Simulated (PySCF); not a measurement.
Al(Me)(OH)(NH2) (CH6AlNO), SMILES [CH3][Al]([NH2])[OH].

Geometry: B3LYP-D3(BJ)/def2-SVP. Other conformers were not sampled.

Level of theory: C-PCM-ωB97X/def2-SVP run with PySCF.

The values are the electrostatic part of the solvation free energy, E(continuum) − E(gas) at the gas-phase geometry, in a cavity of scaled van der Waals radii (PySCF's table); cavitation and dispersion terms are not included. A continuum can't describe solvent molecules that bind to the metal. In vacuum the orbital gap is 11.96 eV. The dipole moment in vacuum is 2.01 D.

```
solvent            ε  ΔG(elec) (kcal/mol)  dipole (D)  gap (eV)
-------------  -----  -------------------  ----------  --------
water          78.36                 -6.5        2.44     12.00
cyclohexanone  15.62                 -6.2        2.41     12.00
benzene         2.27                 -3.6        2.23     11.99
```
